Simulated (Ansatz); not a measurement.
Reaction (ligand exchange at the Si–C bond): `C#C[Si](F)(Cl)Cl` + `O[SiH2]O` → `O[SiH2]O[Si](F)(Cl)Cl` + `C#C`

Calculated with Ansatz (gas phase, PBE0-D4/def2-TZVP geometries, no zero-point term in ΔE). CBS: MP2 limit from def2 TZ/QZ plus the TZ coupled-cluster correction, frozen cores. This one scheme is used for every species. DFT in def2-TZVPP. B3LYP here is the variant with VWN-RPA as its local correlation; programs differ in this. One conformer a species, not always the lowest.

`C#C[Si](F)(Cl)Cl`:

```xyz
7

C     0.813   -1.679   -0.754
C     0.315   -0.664   -0.339
Si   -0.422    0.845    0.302
F    -1.073    1.657   -0.884
Cl    0.987    2.010    1.161
Cl   -1.875    0.410    1.636
H     1.255   -2.578   -1.122
```

`O[SiH2]O`:

Cartesian coordinates in Å:
```
O -0.896 0.817 0.797
Si -0.185 -0.386 -0.066
O 1.294 0.017 -0.655
H -0.484 1.077 1.622
H 0.082 -1.573 0.778
H -1.148 -0.658 -1.157
H 1.336 0.707 -1.319
```

`O[SiH2]O[Si](F)(Cl)Cl`:

```xyz
10

O    -1.534   -0.713    1.457
Si   -1.028   -1.002   -0.068
O    -0.003    0.173   -0.597
Si    1.341    1.003   -0.362
F     1.024    2.283    0.504
Cl    2.720   -0.091    0.632
Cl    2.082    1.623   -2.133
H    -2.146    0.007    1.617
H    -0.305   -2.287   -0.019
H    -2.152   -0.998   -1.032
```

`C#C`:

Cartesian coordinates in Å:
```
C -0.050 -0.115 0.585
C 0.050 0.115 -0.585
H -0.139 -0.320 1.626
H 0.139 0.320 -1.626
```

CCSD(T)/CBS gives -93.4 kJ/mol.

Q: Another level gave -89.0 kJ/mol. Which?
A. PBE0/def2-TZVPP
B. B3LYP/def2-TZVPP
C. PBE-D4/def2-TZVPP
D. ωB97X-V/def2-TZVPP

A: B. B3LYP -89.0, ωB97X-V -94.1, PBE-D4 -78.3, PBE0 -83.0 kJ/mol.

Largest T1 diagnostic among the species: 0.013.

In def2-TZVPP, CCSD(T) changes the Hartree–Fock value by +17.4 kJ/mol (the triples alone add +3.6 kJ/mol) and MP2 by +21.5 kJ/mol. From PBE to PBE0 (25 % exact exchange), in def2-TZVPP and without D4, ΔE moves by −8.4 kJ/mol. The D4 term adds −5.8 kJ/mol with B3LYP and −3.6 kJ/mol with PBE0; it sums over pairs of atoms, weighted by their polarisabilities, and B3LYP, whose exchange is more repulsive, gets the larger term.
